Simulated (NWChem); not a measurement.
System: CH$_{6}$AlFOSi; SMILES C[O][Al]([F])[SiH3]

Output (shortened):

```
             Northwest Computational Chemistry Package (NWChem) 7.3.0
             --------------------------------------------------------

                             Geometry "geometry" -> ""
                             -------------------------

 Output coordinates in angstroms (scale by  1.889725989 to convert to a.u.)

  No.       Tag          Charge          X              Y              Z
 ---- ---------------- ---------- -------------- -------------- --------------
    1 Al                  13.0000    -0.17517200     0.01643600    -0.00590600
    2 F                    9.0000    -1.81339800     0.33298500    -0.00842700
    3 O                    8.0000     0.90521500     1.30769000     0.00093900
    4 C                    6.0000     0.99986000     2.69366100     0.00372200
    5 H                    1.0000     1.57315300     3.04419600    -0.87231000
    6 H                    1.0000     0.01251600     3.18926500    -0.01903100
    7 H                    1.0000     1.53166100     3.04397600     0.90569400
    8 Si                  14.0000     0.69005400    -2.25025900    -0.00493300
    9 H                    1.0000     1.42196800    -2.52298500     1.27242300
   10 H                    1.0000     1.65514200    -2.43807100    -1.13343100
   11 H                    1.0000    -0.40405300    -3.25950200    -0.14401200

 Effective nuclear repulsion energy (a.u.)     266.9372545666

                              NWChem Property Module
                              ----------------------

  itol2e modified to match energy
  convergence criterion.

                                 NWChem DFT Module
                                 -----------------

 Summary of "ao basis" -> "ao basis" (spherical)
 ------------------------------------------------------------------------------
       Tag                 Description            Shells   Functions and Types
 ---------------- ------------------------------  ------  ---------------------
 Al                         pcsseg-1                10       24   4s5p1d
 F                          pcsseg-1                 7       17   3s3p1d
 O                          pcsseg-1                 7       17   3s3p1d
 C                          pcsseg-1                 7       17   3s3p1d
 H                          pcsseg-1                 3        5   2s1p
 Si                         pcsseg-1                10       24   4s5p1d

  itol2e modified to match energy
  convergence criterion.

            General Information
            -------------------
          SCF calculation type: DFT
          Wavefunction type:  closed shell.
          No. of atoms     :    11
          No. of electrons :    56
           Alpha electrons :    28
            Beta electrons :    28
          Charge           :     0
          Spin multiplicity:     1
          Use of symmetry is: off; symmetry adaption is: off
          Maximum number of iterations: 150
          AO basis - number of functions:   129
                     number of shells:    59
          Convergence on energy requested:  1.00D-07
          Convergence on density requested:  1.00D-05
          Convergence on gradient requested:  5.00D-04

              XC Information
              --------------
                          KT2 Method XC Functional
                        Slater Exchange Functional  1.072 local
                           KT1 gradient correction  1.000 non-local
            Perdew 1991 LDA Correlation Functional  0.577 local

[...]

          -----------------------------------------
          Chemical Shielding Tensors (GIAO, in ppm)
          -----------------------------------------

                                NWChem CPHF Module
                                ------------------

  scftype          =     RHF
  nclosed          =       28
  nopen            =        0
  variables        =     2828
  # of vectors     =        3
  tolerance        = 0.10D-03
  level shift      = 0.00D+00
  max iterations   =       50
  max subspace     =       30

 SCF residual:    7.7089492880425540E-005

Iterative solution of linear equations
  No. of variables     2828
  No. of equations        3
  Maximum subspace       30
        Iterations       50
       Convergence  1.0D-04

   iter   nsub   residual    time
   ----  ------  --------  ---------
     1      3    3.08D-05      55.8

      Atom:    1  Al
        Diamagnetic
    799.3924      0.2452      0.0112
      0.2452    799.4891      0.0069
      0.0112      0.0069    795.5069

        Paramagnetic
   -356.5453    -14.4892      0.0135
    -14.4892   -280.4381      0.2992
      0.0135      0.2992   -394.7399

        Total Shielding Tensor
    442.8471    -14.2440      0.0247
    -14.2440    519.0510      0.3060
      0.0247      0.3060    400.7670

           isotropic =     454.2217
          anisotropy =     101.1082

          Principal Components and Axis System
                 1           2           3
              521.6271    440.2718    400.7662

      1        -0.1779      0.9840     -0.0015
      2         0.9840      0.1779     -0.0028
      3         0.0025      0.0020      1.0000

      Atom:    2  F
        Diamagnetic
    490.3093     -4.6856      0.0313
     -4.6856    464.2657     -0.0155
      0.0313     -0.0155    463.8062

        Paramagnetic
   -118.6153    -85.1360      0.1161
    -85.1360   -269.8265     -0.4905
      0.1161     -0.4905   -183.6534

        Total Shielding Tensor
    371.6940    -89.8216      0.1474
    -89.8216    194.4392     -0.5060
      0.1474     -0.5060    280.1528

           isotropic =     282.0953
          anisotropy =     190.7362

          Principal Components and Axis System
                 1           2           3
              409.2528    280.1533    156.8799

      1         0.9226     -0.0037      0.3858
      2        -0.3858     -0.0021      0.9226
      3         0.0026      1.0000      0.0033

      Atom:    3  O
        Diamagnetic
    388.8847     14.6560      0.1004
     14.6560    420.8088      0.1847
      0.1004      0.1847    378.8247

        Paramagnetic
   -139.7996     44.0719      0.2199
     44.0719   -163.7086     -0.1012
      0.2199     -0.1012    -84.8144

        Total Shielding Tensor
    249.0851     58.7279      0.3203
     58.7279    257.1002      0.0835
      0.3203      0.0835    294.0102

           isotropic =     266.7318
          anisotropy =      67.8445

          Principal Components and Axis System
                 1           2           3
              311.9615    294.0062    194.2278

      1         0.6825     -0.0093      0.7308
      2         0.7307     -0.0126     -0.6826
      3         0.0156      0.9999     -0.0018

      Atom:    4  C
        Diamagnetic
    240.4258      2.0220      0.0086
      2.0220    258.6853      0.0433
      0.0086      0.0433    239.2852

        Paramagnetic
   -144.9632      7.0502     -0.1092
      7.0502    -77.0196      0.1557
     -0.1092      0.1557   -136.0973

        Total Shielding Tensor
     95.4626      9.0722     -0.1006
      9.0722    181.6656      0.1990
     -0.1006      0.1990    103.1879

           isotropic =     126.7721
          anisotropy =      83.7577

          Principal Components and Axis System
                 1           2           3
              182.6105    103.1892     94.5165

      1         0.1035     -0.0141      0.9945
      2         0.9946     -0.0009     -0.1036
      3         0.0024      0.9999      0.0139

      Atom:    5  H
        Diamagnetic
     25.8461      4.7042     -5.9010
      4.7042     29.7482     -5.5739
     -5.9010     -5.5739     30.2059

        Paramagnetic
     -1.2981     -1.7414      3.9520
     -1.7414      1.4867      2.6809
      3.9520      2.6809     -4.5320

        Total Shielding Tensor
     24.5480      2.9629     -1.9490
      2.9629     31.2350     -2.8930
     -1.9490     -2.8930     25.6739

           isotropic =      27.1523
          anisotropy =       9.9575

          Principal Components and Axis System
                 1           2           3
               33.7907     24.6779     22.9883

      1         0.3546     -0.3456      0.8688
      2         0.8506      0.5051     -0.1462
      3        -0.3883      0.7909      0.4730

      Atom:    6  H
        Diamagnetic
     31.7396     -6.3156      0.2431
     -6.3156     33.0613     -0.1743
      0.2431     -0.1743     20.4482

        Paramagnetic
     -6.6232      4.2829     -0.1871
      4.2829     -0.3062      0.1054
     -0.1871      0.1054      1.9057

        Total Shielding Tensor
     25.1164     -2.0327      0.0560
     -2.0327     32.7551     -0.0689
      0.0560     -0.0689     22.3539

           isotropic =      26.7418
          anisotropy =       9.7817

          Principal Components and Axis System
                 1           2           3
               33.2629     24.6098     22.3527

      1        -0.2421      0.9701     -0.0180
      2         0.9702      0.2422      0.0031
      3        -0.0074      0.0167      0.9998

      Atom:    7  H
        Diamagnetic
     25.3017      4.4545      5.6618
      4.4545     29.7580      5.7765
      5.6618      5.7765     30.7372

        Paramagnetic
     -0.9348     -1.6095     -3.7748
     -1.6095      1.4793     -2.7580
     -3.7748     -2.7580     -4.8972

        Total Shielding Tensor
     24.3669      2.8451      1.8870
      2.8451     31.2373      3.0184
      1.8870      3.0184     25.8399

[...]
```

Level: KT2/pcSseg-1, GIAO. Structure relaxed at the PBE0/def2-SVP level. The printed shielding anisotropy is the first printed principal value minus the mean of the other two.

Task: Reconstruct the input file.

Result: One answer among several that fit: the input that was run:
```
start job
memory heap 200 mb stack 900 mb global 1100 mb
geometry units angstroms noautosym nocenter noautoz
  Al    -0.175172     0.016436    -0.005906
  F     -1.813398     0.332985    -0.008427
  O      0.905215     1.307690     0.000939
  C      0.999860     2.693661     0.003722
  H      1.573153     3.044196    -0.872310
  H      0.012516     3.189265    -0.019031
  H      1.531661     3.043976     0.905694
  Si     0.690054    -2.250259    -0.004933
  H      1.421968    -2.522985     1.272423
  H      1.655142    -2.438071    -1.133431
  H     -0.404053    -3.259502    -0.144012
end
basis spherical
  * library pcsseg-1
end
dft
  xc kt2
  iterations 150
end
property
  shielding
end
task dft property
```
